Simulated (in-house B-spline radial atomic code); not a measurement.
**RPA and G0W0 on r2SCAN0: P3+**

Configuration [Ne] 3s2, mean-field start r2SCAN0. Computed with an all-electron radial atomic-structure program (B-spline basis): all electrons, scalar-relativistic (spin-free one-electron X2C), finite nucleus, each spin shell either full or empty, empty states to l = 9 with an (l + 1/2)⁻⁴ tail; G0W0 by contour deformation at full frequency.

Command:
```bash
python run_gw.py task.json out
```
Settings (radii: box in bohr, nucleus in fm):
```
Z                        15
electrons                12
configuration            [Ne] 3s2
hamiltonian              x2c
method                   r2scan0
lmax                     9
rms_radius               3.1889
spin_polarised           False
box_radius               14.14
intervals                70
ion_configuration        [Ne] 3s1
```

Cost of the run: 3.7 s on 1 thread of Intel(R) Xeon(R) Platinum 8259CL CPU @ 2.50GHz, on a shared host.

Energies (hartree):

```
                                     term       value
                         mean-field total  -339.83340
Hartree-Fock functional on these orbitals  -339.37993
                      direct second order    -0.80243
                    second-order exchange     0.29175
                         SOSEX correction     0.26255
```

Q: What is the RPA correlation energy, and what remains with SOSEX?

A: RPA gives -0.70875 hartree (-1.61 eV per electron); RPA + SOSEX gives -0.4462, and the second-order doubles -0.51068 hartree (no singles). RPA lacks exchange-type terms and so overcorrelates at short range.

Quasi-particle levels (eV):

```
level  occupied  mean field  Σx - vxc     Σc  QP weight     G0W0
   3s       yes      -47.08     -2.90      ?          ?        ?
   2p       yes     -170.70    -14.90   4.03      0.913  -181.58
   3p        no      -33.76      4.79  -1.58      0.947   -30.55
```

G0W0 = mean field + (Σx - vxc) + Σc, with Σc (partial-wave tail included) taken at the quasi-particle energy. Levels of low weight are left out.

Q: Where does G0W0 put 3s?

A: At -51.79 eV, with Σc = -1.81 eV and a quasi-particle weight of 0.955. The tabulated removal energy is 51.444 eV (NIST, measured); the calculation leaves out spin-orbit coupling, Breit and QED terms, and what these don't explain is the method's own error.

Q: What does it cost to remove one electron (to [Ne] 3s1) by differences of total energies, each species on its own start (correlation terms add to the Hartree-Fock functional)?

A: r2SCAN0 50.79 eV, Hartree-Fock functional 49.79 eV, + RPA 51.72 eV, + RPA + SOSEX 51.21 eV, + second order 51.75 eV. Tabulated: 51.444 eV (NIST, measured); the calculation leaves out spin-orbit coupling, Breit and QED terms, and what these don't explain is the method's own error.
